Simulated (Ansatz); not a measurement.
A trace of molecular dynamics of C3H10AlNSi (16 atoms, charge 0, multiplicity 1).

These are results of RKS B3LYP-D4/STO-3G in Ansatz 0.2.0, not measurements.

| Property | Result |
| --- | --- |
| ensemble | NVE (velocity Verlet) |
| starting velocities drawn for | 300 K |
| seed | 308775 |

```tsv
time (fs)	T (K)	potential energy less start (eV)	conserved less start (meV/atom)
0	300	0.000	0.00
2	213	0.160	0.17
4	175	0.228	0.09
6	126	0.316	0.13
8	108	0.350	0.17
10	173	0.230	0.04
12	138	0.296	0.16
14	150	0.274	0.09
16	150	0.273	0.12
18	152	0.271	0.16
20	211	0.161	0.04
22	163	0.251	0.15
24	159	0.257	0.11
26	160	0.254	0.10
28	134	0.304	0.16
30	166	0.244	0.07
32	130	0.310	0.13
34	108	0.349	0.12
36	119	0.328	0.11
38	123	0.322	0.14
40	157	0.259	0.08
42	143	0.285	0.12
44	140	0.292	0.13
46	163	0.250	0.10
48	159	0.257	0.12
50	155	0.264	0.10
```

Task: Can this run be trusted? Judge the integration.

Result: The conserved energy stayed within 0.19 meV per atom of its start (net change 0.1 meV per atom), so the integration is sound. A run of 0.05 ps of so small a system gives no equilibrium averages. Limits of this set-up: minimal basis. The time step was 0.5 fs.

Time of the run: 4.4 min on 1 thread of Arm Neoverse V2, with other jobs on the host, peak memory 0.11 GiB.
